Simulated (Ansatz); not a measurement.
Basis-set extrapolation for `C[NH2+][B-](O)(O)O` (PBE0-D4/def2-TZVP geometry, frozen core, the Gaussian-basis code of Ansatz). Multiplicity 1, RHF reference.

```json
{"": "HF", "def2-TZVPP": "-346.562403", "def2-QZVPP": "-346.578632"}
{"": "MP2 correlation", "def2-TZVPP": "-1.237028", "def2-QZVPP": "-1.330247"}
{"": "CCSD(T) correlation", "def2-TZVPP": "-1.313125", "def2-QZVPP": "not run"}
```

Energies in hartree. Use E(X) = E(∞) + A·exp(−7.88·√X) for Hartree–Fock and E(X) = E(∞) + B·X^(−2.97) for correlation, with X = 3 and 4, and add CCSD(T) minus MP2 of the smaller set to the MP2 limit.

**Question.** What is the CCSD(T) energy at the basis-set limit?

**Answer.** HF limit: -346.578632 + (-0.016229) × 0.13774 = -346.58087. MP2 limit: -1.330247 + (-0.093219) × 0.74074 = -1.39930. Higher-order term: -1.313125 − (-1.237028) = -0.07610. Total: -348.05627 hartree, 474.5 kJ/mol below CCSD(T)/def2-TZVPP.
